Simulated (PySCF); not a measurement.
C4H3ClN2, SMILES Clc1cnccn1, point group Cs.

Force field and properties: PBE0/pcSseg-1 (PySCF, grid level 2). Vibrational terms come from second-order perturbation theory with semi-diagonal cubic constants, by steps of ±0.6 along the normal coordinates of each isotopologue. The parent has the commonest isotopes.

Equilibrium geometry (Å):

| atom | x | y | z |
| --- | --- | --- | --- |
| Cl1 | 2.7989 | -1.0317 | 0.1469 |
| C2 | 1.1639 | -0.4549 | 0.0584 |
| C3 | 0.9306 | 0.9158 | -0.0810 |
| N4 | -0.3054 | 1.3847 | -0.1511 |
| C5 | -1.2952 | 0.4948 | -0.0827 |
| C6 | -1.0440 | -0.8629 | 0.0558 |
| N7 | 0.1980 | -1.3414 | 0.1270 |
| H8 | 1.7540 | 1.6253 | -0.1349 |
| H9 | -2.3124 | 0.8785 | -0.1401 |
| H10 | -1.8530 | -1.5897 | 0.1116 |

Give the equilibrium and ground-state rotational constants (MHz) of parent; ²H at 9.


| species | Ae | Be | Ce | A0 | B0 | C0 | Δ0 (u Å²) | harmonic ZPE (cm⁻¹) |
| --- | --- | --- | --- | --- | --- | --- | --- | --- |
| parent | 6109.5 | 1664.9 | 1308.3 | 6071.2 | 1656.3 | 1301.1 | 0.051 | 14851 |
| ²H at 9 | 6109.5 | 1606.4 | 1272 | 6070.5 | 1598.2 | 1265 | 0.042 | 14124 |

Δ0 = Ic − Ia − Ib from the ground-state constants.

How is the parent's vibrational correction B0 − Be made up?


| axis | harmonic | Coriolis | cubic | total (MHz) |
| --- | --- | --- | --- | --- |
| a | 5.78 | -4.76 | -39.3 | -38.3 |
| b | 1.01 | -0.51 | -9.05 | -8.56 |
| c | 0.297 | -0.113 | -7.39 | -7.21 |

And its quartic centrifugal distortion constants from the harmonic force field?

Asymmetric top, A reduction, Ir representation: ΔJ = 0.0644 kHz, ΔJK = 0.322 kHz, ΔK = 1.01 kHz, δJ = 0.0152 kHz, δK = 0.338 kHz.

Which nuclear quadrupole couplings χaa, χbb, χcc (MHz) does the parent show, at equilibrium and averaged?

35Cl at 1: -74.6, 42.4, 32.2 and -74.1, 42.2, 31.9; 14N at 4: -0.5, -3.9, 4.3 and -0.4, -3.8, 4.2; 14N at 7: -0.3, -3.6, 3.8 and -0.2, -3.5, 3.7.

A mode lies under 250 cm⁻¹, where this perturbation treatment is rough.
